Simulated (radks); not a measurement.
The numbers below are computed, except where a source is named.
Initial-state core-level shifts of the argon ion Ar2+ when its valence configuration changes from [Ne] 3s2 3p4. Code: a radial shooting solver on a logarithmic mesh with Libxc functionals. Model: scalar-relativistic Kohn-Sham, BLYP, spin-polarised, spherical densities, point nucleus; open shells are filled with parallel spins first. Shifts are changes of the shell-averaged eigenvalues in eV (positive: less bound).

valence,1s,2s,2p
3s1 3p5,-1.110,-1.153,-1.123
3s1.5 3p4.5,-0.558,-0.579,-0.564
3p6,-2.315,-2.395,-2.335
